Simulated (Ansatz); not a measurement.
Reactions of `C[SiH](Cl)N=C=O`.

Gas-phase electronic energies from Ansatz, PBE0-D4/def2-TZVP geometries. CCSD(T)/CBS is the MP2 limit (def2-TZVPP, def2-QZVPP) plus CCSD(T) − MP2 in def2-TZVPP, frozen cores. This one scheme is used for every species. Functionals use def2-TZVPP. Open shells (•) are unrestricted, without spin–orbit coupling. One conformer a species, not always the lowest.

| reaction | MP2/CBS(def2) (kJ/mol) | B2PLYP (kJ/mol) | HF/CBS(def2) (kJ/mol) | CCSD(T)/CBS(def2) (kJ/mol) |
| --- | --- | --- | --- | --- |
| `C[SiH](Cl)N=C=O` → `C[Si]Cl` + `N=C=O` | 314 | 286 | 301 | 293 |
| `C[SiH](Cl)N=C=O` + `S[SiH2]Cl` → `C[SiH](Cl)S[SiH2]Cl` + `N=C=O` | 24 | 38 | 59 | 28 |
| `C[SiH](Cl)N=C=O` → `C[Si](O)(Cl)C#N` | -40 | -20 | -24 | -41 |
| `C[SiH](Cl)N=C=O` → `[N]=C=O`• + `C[SiH]Cl`• | 584 | 511 | 416 | 527 |
| `C[SiH](Cl)N=C=O` + `OCO` → `COCO` + `O=C=N[SiH2]Cl` | 107 | 95 | 85 | 101 |
| `C[SiH](Cl)N=C=O` + H₂ → `C[SiH2]Cl` + `N=C=O` | 93 | 79 | 75 | 83 |
| `C[SiH](Cl)N=C=O` + H–F → `C[SiH](F)N=C=O` + HCl | -35 | -49 | -61 | -42 |
| `C[SiH](Cl)N=C=O` → `[CH2]` (triplet) + `O=C=N[SiH2]Cl` | 507 | 481 | 339 | 492 |
| `C[SiH](Cl)N=C=O` + CH₃OH → `CO[SiH](C)Cl` + `N=C=O` | -6 | -8 | -2 | -8 |

Largest T1 diagnostic: 0.026, for `[N]=C=O`•, so its coupled-cluster energy is less sure.
